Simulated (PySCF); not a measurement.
Species: C7H6N2.
SMILES: `c1ccc2[nH]ncc2c1`

Method: PBE0-D3(BJ)/def2-SVP geometry optimisation, gas phase in PySCF.

Masses are those of the commonest isotopes; rigid-rotor values at the optimised geometry. 

What are A, B and C (MHz)?

Ia = 126.46, Ib = 308.67, Ic = 435.13 u·Å²; 505379 MHz·u·Å²/I gives A = 3996, B = 1637, C = 1161 MHz.

What kind of rotor is it?

An asymmetric top; Ray's κ = -0.664.

What does the inertial defect say?

Planar: Δ = Ic − Ia − Ib = 0.00 u·Å². For a rigid frame Δ = −2 Σ m c², so it vanishes when all atoms lie in the ab plane; here none is more than 0.01 Å from it.

Give the coordinates in the principal-axis frame, origin at the centre of mass.

The sense of each axis is arbitrary; atoms in the order of the calculation.
```tsv
atom	mass (u)	a (Å)	b (Å)	c (Å)
C1	12.000	-2.174	0.692	0.000
C2	12.000	-2.144	-0.721	0.000
C3	12.000	-0.952	-1.425	0.000
C4	12.000	0.231	-0.670	0.000
N5	14.003	1.546	-1.025	0.000
N6	14.003	2.369	0.029	0.000
C7	12.000	1.606	1.100	0.000
C8	12.000	0.222	0.747	0.000
C9	12.000	-1.005	1.433	0.000
H10	1.008	-3.140	1.202	0.000
H11	1.008	-3.088	-1.272	0.000
H12	1.008	-0.936	-2.516	0.000
H13	1.008	1.935	-1.957	-0.001
H14	1.008	2.057	2.092	0.000
H15	1.008	-1.034	2.525	0.000
```

List the rotational levels J(Ka,Kc) to J = 5 (MHz).

Above 0(0,0):
J = 1: 1(0,1) 2799, 1(1,1) 5158, 1(1,0) 5634
J = 2: 2(0,2) 8331, 2(1,2) 10279, 2(1,1) 11707, 2(2,1) 18784, 2(2,0) 18849
J = 3: 3(0,3) 16475, 3(1,3) 17924, 3(1,2) 20773, 3(2,2) 27180, 3(2,1) 27497, 3(3,1) 40203, 3(3,0) 40209
J = 4: 4(0,4) 27082, 4(1,4) 28052, 4(1,3) 32771, 4(2,3) 38324, 4(2,2) 39229, 4(3,2) 51513, 4(3,1) 51552, 4(4,1) 69590, 4(4,0) 69590
J = 5: 5(0,5) 40031, 5(1,5) 40624, 5(1,4) 47609, 5(2,4) 52174, 5(2,3) 54119, 5(3,3) 65677, 5(3,2) 65829, 5(4,2) 83727, 5(4,1) 83731, 5(5,1) 106967, 5(5,0) 106967
Those of J = 1 are B + C, A + C and A + B.

Predict some low-J microwave lines.

The dipole components are |μa| = 1.19 D, |μb| = 1.25 D, |μc| = 0.00 D; the mirror of this Cs structure is the ab plane, so μc vanishes by symmetry and there are no c-type lines. Intensities carry the squares of the components, which stand as 0.90 : 1.00 (a : b). Some lines, for components of 0.1 D or more:

```
type  branch         J(Ka,Kc)    MHz  lower level (cm⁻¹)
   a       Q  1(1,0) ← 1(1,1)    476               0.172
   b       R  3(1,2) ← 2(2,1)   1989               0.627
   a       R  1(0,1) ← 0(0,0)   2799               0.000
   b       Q  1(1,0) ← 1(0,1)   2835               0.093
   b       R  2(0,2) ← 1(1,1)   3173               0.172
   b       Q  3(1,2) ← 3(0,3)   4298               0.550
   a       Q  4(1,3) ← 4(1,4)   4719               0.936
   b       Q  4(1,3) ← 4(0,4)   5689               0.903
   b       Q  4(2,2) ← 4(1,3)   6458               1.093
   b       Q  3(2,1) ← 3(1,2)   6724               0.693
   a       R  3(0,3) ← 2(0,2)   8144               0.278
   a       R  3(2,1) ← 2(2,0)   8648               0.629
   a       R  3(1,2) ← 2(1,1)   9066               0.390
   b       R  3(1,3) ← 2(0,2)   9592               0.278
   b       Q  4(2,3) ← 4(1,4)  10272               0.936
   a       R  4(0,4) ← 3(0,3)  10607               0.550
   a       R  4(2,2) ← 3(2,1)  11732               0.917
   b       Q  3(3,1) ← 3(2,2)  13023               0.907
   b       R  2(2,0) ← 1(1,1)  13691               0.172
   b       R  3(2,1) ← 2(1,2)  17218               0.343
   b       R  4(2,3) ← 3(1,2)  17551               0.693
   b       R  4(2,2) ← 3(1,3)  21305               0.598
   b       R  4(4,0) ← 3(3,1)  29387               1.341
```

Estimate the classical rotational partition function at 100 K, 200 K and 500 K.

Point group Cs, symmetry number σ = 1; q = (√π/σ)·√((kT/h)³/(ABC)), k/h = 20836.6 MHz/K: 61200 at 100 K, 173000 at 200 K, 684000 at 500 K.

Stationary, but not proved a minimum. No vibrational averaging or centrifugal distortion is included, and the geometry carries the error of its method. Quadrupole hyperfine structure (14N) is left out.
